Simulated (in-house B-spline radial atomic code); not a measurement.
# Sc⁷⁺: [Ne] 3s1 3p2 3d1 (an excited or competing configuration)

All numbers are computed (non-relativistic r2SCAN, spin-polarised, spherical fractional occupations; point nucleus) with a B-spline radial code for spherical atoms, not measured.

Screening seen three ways: the hydrogenic charge with the same mean radius, Z_r = [3n² - l(l+1)]/(2<r>), the one with the same energy, Z_e = n√(-2ε), and Slater's rules. Values are occupation-weighted means over spin.

```csv
shell,electrons,ε (eV),<r> (bohr),Z_r,Z_e,Slater
1s,2,-4534,0.07358,20.39,18.25,20.70
2s,2,-611.82,0.3432,17.48,13.41,16.85
2p,6,-528.5,0.3058,16.35,12.47,16.85
3s,1,-173.93,0.9672,13.96,10.73,11.50
3p,2,-150.1,0.9891,12.64,9.96,11.50
3d,1,-113.83,0.9942,10.56,8.68,8.00
```

The least bound orbital is 3d up at -113.8 eV, and it is also the most diffuse (<r> = 0.9942 bohr).
